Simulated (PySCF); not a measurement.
C3H5ClOSi, SMILES C1[Si@@H](Cl)COC=1. Atoms are numbered in the order given.

```xyz
11

Cl    -1.9497    -0.7383     0.6601
Si    -0.3650    -0.2808    -0.6252
C      1.2691    -0.9546    -0.1274
C      2.0378     0.0948     0.2453
O      1.6087     1.3691     0.1809
C      0.2788     1.5039    -0.3708
H     -0.8745    -0.5644    -1.9902
H      1.6435    -1.9747    -0.0495
H      3.0607     0.0358     0.6322
H     -0.3200     2.1077     0.3277
H      0.3630     2.0609    -1.3190
```

Geometry optimised at B3LYP-D3(BJ)/def2-SVP. The structure was generated by enumeration; whether it is a known compound was not checked. The values are those of a single conformer.

Method: PySCF with SMD-B3LYP/6-31G*.

Solvation free energies are E(SMD) − E(gas) at the gas-phase geometry, for 1 M in both phases. In vacuum the dipole moment is 1.96 D.

Computed solvation free energies in water, tetrahydrofuran, n-hexane:
```csv
solvent,ΔG(solv) (kcal/mol),its non-electrostatic (CDS) part,dipole (D)
water,-1.0,4.0,2.47
tetrahydrofuran,-4.1,-0.7,2.44
n-hexane,-3.1,-1.6,2.17
```
